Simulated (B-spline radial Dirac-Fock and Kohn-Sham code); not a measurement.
**Si²⁺ 1s: cross section and angular parameters**

System: the Si²⁺ ion, [Ne] 3s2; threshold 1851.2 eV (orbital energy of the model). Calculated with a B-spline atomic structure program, using Dirac-Hartree-Slater photoionisation with a Latter tail; cross sections with all multipoles, angular parameters from the dipole term and its interference with E2.

Input file task.json (cfg lists n, l and occupation; rrms is the nuclear radius in fm):

```json
{"items": [{
  "Z": 14,
  "q": 2,
  "cfg": [[1, 0, 2], [2, 0, 2], [2, 1, 6], [3, 0, 2]],
  "A": 28,
  "rrms": 3.1224,
  "do": "xps",
  "hv": [70.8, 72.5, 73.3, 74.5, 82.5, 98.0, 100, 110.0, 121.0, 150, 400, 600, 642.0, 721.0, 800, 1040.0, 1080.0, 1110.0, 1253.6, 1750.0, 2050.0, 2430.0, 2710.0, 2960.0, 3700.0, 4000, 4210.0, 6000, 7440.0, 9750.0]
}]}
```

Launch: `python xray2_run.py task.json out`

For linearly polarised light dσ/dΩ = σ/(4π) [1 + β P₂(cos θ) + (δ + γ cos²θ) sin θ cos φ], with θ from the polarisation vector and φ the angle between the beam and the projection of the electron momentum on the plane normal to the polarisation.

```tsv
hν (eV)	σ (kb)	β	γ
2050	110	2.000	0.066
2430	71.9	2.000	0.330
2710	54.4	2.000	0.467
2960	43.3	2.000	0.571
3700	?	?	?
4000	19.4	2.000	0.906
4210	16.9	2.000	0.962
6000	6.29	2.000	1.364
7440	3.40	2.000	1.623
9750	1.54	2.000	1.974
```

Problem. Give the values at 3700 eV.

Solution. σ = 24.0 kb, β = 2.000, γ = 0.820. For an s subshell δ is negligible.
